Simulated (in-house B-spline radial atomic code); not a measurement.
# Removing one electron from the palladium ion Pd³⁴⁺

Closed shell [Ne] 3s2. Computed with a B-spline radial code for spherical atoms: Koopmans values of Dirac-Hartree-Fock plus a diagonal self-energy, in second order or with its direct term screened (direct RPA, with the hole-particle interaction, or full time-dependent Hartree-Fock), linearised in energy; no-pair Dirac-Coulomb Hamiltonian, finite nucleus. Shifts add to the Koopmans value (the ΔSCF shift is orbital relaxation alone); the final value takes TDHF screening with Breit and QED.

Command:
```bash
python run_mb.py task.json out
```
Settings (nuclear radius in fm, box in bohr, cutoff in hartree):
```
basis_form          2
Z                   46
core_configuration  [Ne] 3s2
rms_radius          4.5318
mass_number         106
speed_of_light      137.036
box_radius          3.288
lmax                7
intervals           58
virtual_cutoff      8464.0
```

Run time, properties included: 2 s on 1 thread of Intel(R) Xeon(R) 6975P-C (shared host).

Energies in eV:

| subshell | Koopmans | ΔSCF shift | second order | direct RPA | hole-particle | TDHF | Breit + QED | final |
| --- | --- | --- | --- | --- | --- | --- | --- | --- |
| 3s1/2 | 2176.11 | -0.195 | ? | ? | ? | ? | ? | ? |

Problem. What does the self-energy do to 3s1/2?

Solution. It shifts the removal energy by 3.390 eV in second order, 2.151 with direct RPA, 2.727 with the hole-particle term and 3.275 with TDHF screening (quasi-particle weight 0.990); Breit and QED add -1.902 eV. The final value is 2177.48 eV, against 2181 ± 3 eV (NIST, semi-empirical).
